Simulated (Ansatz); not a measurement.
The cluster Ag9⁺. Total charge 1; singlet. Geometry relaxed at r2SCAN-D4/def2-SVP.

```xyz
9

Ag    0.650    0.689    1.268
Ag   -0.480    0.462   -1.436
Ag   -1.906    1.680    0.658
Ag    1.093   -1.606   -0.315
Ag    2.275    0.814   -1.022
Ag   -1.491   -1.073    0.706
Ag   -1.170   -2.080   -1.880
Ag    0.420    2.828   -0.413
Ag    0.608   -1.715    2.433
```

In the def2 sets Ag takes a core potential; there is no spin–orbit coupling. The relaxation made no stability test and no search for a lower SCF solution. The structure comes from a short search, and lower isomers may exist.

**Question.** Estimate the harmonic wavenumbers at RKS r2SCAN-D4/def2-SVP (Ansatz, unscaled). Is this a minimum?

**Answer.** 31, 50, 50, 55, 76, 77, 79, 84, 86, 86, 89, 93, 108, 112, 116, 121, 136, 150, 160, 177, 189 cm⁻¹. Yes, no mode is imaginary beyond noise. Zero-point energy 12.7 kJ/mol. Hardware: 4 threads of Arm Neoverse N1 on a shared host. Wall time 28 min, peak host memory 0.87 GiB.
